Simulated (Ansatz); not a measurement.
System: sum formula Si2H3F3, charge 0, multiplicity 1. 
Structure (B3LYP-D3(BJ)/def2-TZVP (Ansatz, an electronic-structure program) minimum search):
```xyz
8

F     -1.8125    -1.5016     0.5221
Si    -1.4275    -0.0227     0.0132
Si     0.9017     0.0560    -0.3318
F      1.2524     1.4963    -0.9345
F      1.6590    -0.0713     1.0694
H     -1.8508     0.9539     1.0401
H     -2.1489     0.2302    -1.2541
H      1.4702    -0.9610    -1.2376
```

Property: atomisation energy (electronic, to ground-state atoms); the coupled-cluster value holds the core correlation from cc-pwCVTZ, in eV. Cores are frozen in the correlated levels unless marked. UHF or UKS for open shells. Spin-orbit coupling is left out. Non-relativistic. CBS marks a two-point X^-3 extrapolation of the correlation energy; Hartree-Fock from the larger set.

Level to compare with: CCSD(T)/CBS(aug-cc-pV(T+d)Z,aug-cc-pV(Q+d)Z) plus the core term (Ansatz), 30.87 eV. It is a level with limits of its own, and the differences hold the functionals' basis error too.

### Question
Rank these functionals by how close they come to CCSD(T)/CBS(aug-cc-pV(T+d)Z,aug-cc-pV(Q+d)Z), closest first: wB97M-V/def2-TZVPD (Ansatz); SVWN5/def2-TZVPD (Ansatz); HSE06/def2-TZVPD (Ansatz); BLYP/def2-TZVPD (Ansatz).

### Answer
wB97M-V/def2-TZVPD (range-separated hybrid meta-GGA with VV10, 30.46 eV, difference -0.41), BLYP/def2-TZVPD (GGA, 29.93 eV, difference -0.94), HSE06/def2-TZVPD (screened hybrid, 29.83 eV, difference -1.04), SVWN5/def2-TZVPD (LDA, 34.43 eV, difference 3.56)
